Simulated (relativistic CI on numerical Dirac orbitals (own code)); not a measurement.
**Radial parameters of Ge22+**

Calculated at this level of theory: Dirac-Coulomb-Breit CI, KLI orbitals optimised for each configuration, a model potential for QED, unscaled Slater integrals (own radial code, finite nucleus).

Slater integrals F^k, G^k are unscaled and averaged over j, outside the closed core 1s2; ζ comes from projecting the Hamiltonian with its Breit term on Σ l·s of the shell.

- 2s²2p⁵3s: ζ(2p) = 174280, G^1(2p,3s) = 52743 cm⁻¹; <r>(2p) = 0.1771, <r^2>(2p) = 0.03814, <r>(3s) = 0.5011, <r^2>(3s) = 0.2852 (bohr units).
- 2s²2p⁵3p: ζ(2p) = 174170, F^2(2p,3p) = 135690, G^0(2p,3p) = 53989, G^2(2p,3p) = 59176, ζ(3p) = 41881 cm⁻¹; <r>(2p) = 0.1773, <r^2>(2p) = 0.03822, <r>(3p) = 0.4866, <r^2>(3p) = 0.2726 (bohr units).
- 2s²2p⁵3d: ζ(2p) = 174430, F^2(2p,3d) = 175770, G^1(2p,3d) = 163030, G^3(2p,3d) = 94086, ζ(3d) = 4773.7 cm⁻¹; <r>(2p) = 0.1773, <r^2>(2p) = 0.03823, <r>(3d) = 0.4314, <r^2>(3d) = 0.2145 (bohr units).

Averages of the first 10 configurations, taken without configuration mixing, which lowers the lowest level and can move excited configurations by several eV; other configurations of the list can lie among them:

| Configuration | Parity | States | Average energy above the lowest level (eV) |
| --- | --- | --- | --- |
| 2s²2p⁶ | even | 1 | 0.0 |
| 2s²2p⁵3s | odd | 12 | 1247.1 |
| 2s²2p⁵3p | even | 36 | 1297.7 |
| 2s²2p⁵3d | odd | 60 | 1359.8 |
| 2s2p⁶3s | even | 4 | 1429.3 |
| 2s2p⁶3p | odd | 12 | 1478.2 |
| 2s2p⁶3d | even | 20 | 1540.0 |
| 2s²2p⁵4s | odd | 12 | 1681.7 |
| 2s²2p⁵4p | even | 36 | 1702.2 |
| 2s²2p⁵4d | odd | 60 | 1725.5 |
